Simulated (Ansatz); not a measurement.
Abridged output of a molecular run in Ansatz:

```
Functional definition: HF
669 factors; integrals over basis functions are off by at most 1.1e-3 eV
mean field evaluation 1: about -18071.4718 eV, gradient 3.4e1 eV
mean field evaluation 2: about -18071.6771 eV, gradient 3.5e1 eV
mean field evaluation 4: about -18074.1895 eV, gradient 2.0e0 eV
mean field evaluation 8: about -18074.2244 eV, gradient 2.1e-1 eV
mean field -18074.22482609 eV, -664.2155112091 hartree, gradient 8.4e-6 eV, S^2 0.000000; 0 other end points of the search recorded, 0 dependent functions left out
6 core orbitals not correlated: weight in the atoms' cores, before any rotation towards them, 1.000 or more for the frozen orbitals, at most 0.000 for the correlated occupied ones
reference -18074.22482609 eV, -664.2155112091 hartree; 17, 17 occupied and 45, 45 virtual orbitals, 669 factors
second order -18.70120936 eV of doubles, -0.00000000 eV of singles
cycle   1  -18.27936543 eV  change    4.2e-1 eV  update   1.1e-1
cycle   2  -18.66671880 eV  change   -3.9e-1 eV  update   3.8e-2
cycle   3  -18.78086607 eV  change   -1.1e-1 eV  update   2.6e-2
cycle   4  -18.78000308 eV  change    8.6e-4 eV  update   8.4e-3
cycle   5  -18.76805662 eV  change    1.2e-2 eV  update   3.0e-3
cycle   6  -18.76914107 eV  change   -1.1e-3 eV  update   9.4e-4
cycle   7  -18.76947722 eV  change   -3.4e-4 eV  update   3.2e-4
cycle   8  -18.76924980 eV  change    2.3e-4 eV  update   1.2e-4
cycle   9  -18.76925834 eV  change   -8.5e-6 eV  update   5.1e-5
cycle  10  -18.76932187 eV  change   -6.4e-5 eV  update   1.9e-5
cycle  11  -18.76930702 eV  change    1.5e-5 eV  update   7.7e-6
perturbative correction -0.41705866 eV, -0.0153266230 hartree
Total energy: -18093.41119176 eV, -664.9205971428 hartree
```

Its atoms:

Cartesian coordinates in Å:
```
F 1.776 -1.165 1.588
Cd 0.314 -0.407 0.565
S -1.449 0.483 -0.633
H -0.641 1.089 -1.520
```

Q: Which basis set was used?
A. def2-QZVPP
B. cc-pV(T+d)Z
C. def2-SVP
D. def2-TZVPP

A: C. It gives 68 functions.

Q: Write the keys of the input that set method, charge and spin (a neutral closed shell needs none for the last two).

A: 
```yaml
correlation: {method: ccsd_t}
```
